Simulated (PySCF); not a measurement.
## Heteronuclear NMR

Atom-mapped SMILES (the numbers label the heavy atoms): `[F:1][C:2]([F:3])([F:4])[C@@H:5]1[CH2:6][C@H:7]1[SiH3:8]`. Each H is labelled by its parent atom. Ha(C6) is cis to C2 on the ring; Hb(C6) is trans to C2 on the ring.

PySCF 2.14 calculation with geometry from GFN2-xTB and shieldings: GIAO PBE0/pcSseg-1; equivalent nuclei averaged, one conformer, no relativistic terms, isolated molecule.

**Question.** Where does ¹⁹F resonate?

**Answer.** 
| atoms | environment | σ (ppm) | δ (ppm) |
| --- | --- | --- | --- |
| F1/F3/F4 | fluorine of a CF3 group | 255.6 | -69.9 |

Shieldings were converted by a linear fit to measured shifts: ¹⁹F (scatter 6.0 ppm rms, 7.0 ppm with the 5 outliers that the fit left out vs CFCl3, solution or neat liquid, with a term for F on sp3 carbon). A few per cent of atoms miss by over 2 rms, more outside the fitted compound classes.

On a 400 MHz spectrometer ¹⁹F resonates near 376.4 MHz, so 1 ppm is 376.4 Hz.

**Question.** Predict the ²⁹Si NMR data.

**Answer.** 
| atoms | environment | σ (ppm) | δ (ppm) |
| --- | --- | --- | --- |
| Si8 | silicon bonded to C, 3 H | 410.2 | -57.2 |

Shieldings were converted by a linear fit to measured shifts: ²⁹Si: δ = 279.94 − 0.822σ (rms 8.9 ppm, 72 shifts, 25.8 ppm with the 6 outliers that the fit left out vs TMS, solution or neat liquid). Occasional misses reach two or three times the rms, and more in compound classes unlike the fitted ones.

On a 500 MHz spectrometer ²⁹Si resonates near 99.3 MHz, so 1 ppm is 99.3 Hz.
